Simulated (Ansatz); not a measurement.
Start from `[CH3][GeH2][B](O)O` and change one atom or group to get `OB(O)[SiH3]`.

Ansatz, PBE0-D4/def2-TZVP geometries, multiplicity 1. Each molecule was computed in one conformer, which needn't be the lowest.

Scalar relativity is left out up to krypton.

```
                                          property  `[CH3][GeH2][B](O)O`
             HOMO energy (ωB97M-V/def2-TZVPP) / eV                 -9.91
    size of the dipole moment (PBE/def2-TZVPP) / D                  1.66
                LUMO energy (PBE0/def2-TZVPP) / eV                 -0.18
size of the dipole moment (ωB97M-V/def2-TZVPP) / D                  1.82
               LUMO energy (B3LYP/def2-TZVPP) / eV                 -0.42
             LUMO energy (ωB97M-V/def2-TZVPP) / eV                  1.52
```

(1) Give the same properties after the change, and the shifts. (An estimate is asked.)

Answers

(1) Computed: 
```json
{"property": "HOMO energy (ωB97M-V/def2-TZVPP) / eV", "`OB(O)[SiH3]`": "-10.54", "shift": "-0.63"}
{"property": "size of the dipole moment (PBE/def2-TZVPP) / D", "`OB(O)[SiH3]`": "3.27", "shift": "1.61"}
{"property": "LUMO energy (PBE0/def2-TZVPP) / eV", "`OB(O)[SiH3]`": "-0.06", "shift": "0.12"}
{"property": "size of the dipole moment (ωB97M-V/def2-TZVPP) / D", "`OB(O)[SiH3]`": "3.35", "shift": "1.53"}
{"property": "LUMO energy (B3LYP/def2-TZVPP) / eV", "`OB(O)[SiH3]`": "-0.26", "shift": "0.16"}
{"property": "LUMO energy (ωB97M-V/def2-TZVPP) / eV", "`OB(O)[SiH3]`": "1.57", "shift": "0.05"}
```

With PBE0 the HOMO falls by 0.64 eV and the LUMO rises by 0.12 eV, so the gap widens by about 0.76 eV. PBE moves the HOMO by -0.67 eV and ωB97M-V by -0.63 eV. Dipoles are sizes alone; their direction can turn.

B3LYP here is the variant with VWN-RPA as its local correlation; programs differ in this.
